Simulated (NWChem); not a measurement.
System: C2H3AlF2; SMILES C=[CH][Al]([F])[F]

Here is an NWChem input.

```
start job
memory heap 200 mb stack 900 mb global 1100 mb
geometry units angstroms noautoz
  Al    -0.042077     0.476063     0.000000
  F     -0.970654     1.847650     0.000000
  F      1.603185     0.681895     0.000000
  C     -0.769179    -1.299832     0.000000
  C      0.049916    -2.363687     0.000000
  H     -1.850562    -1.488906     0.000000
  H     -0.326355    -3.394651     0.000000
  H      1.141501    -2.258622     0.000000
end
basis spherical
  Al library def2-svp
  F library def2-svp
  C library def2-svp
  H library def2-svp
end
dft
  xc b3lyp
  iterations 150
  mulliken
end
task dft energy
```

The geometry was optimised at PBE0/def2-SVP.

Predict the main results of this run. (B3LYP/def2-SVP.) Quantities: energy (Ha); highest occupied level (eV); orbital gap (eV); dipole (D).


```
Quantity                       Value
---------------------------  -------
energy (Ha)                  -519.99
highest occupied level (eV)    -8.20
orbital gap (eV)                6.75
dipole (D)                      2.38
```
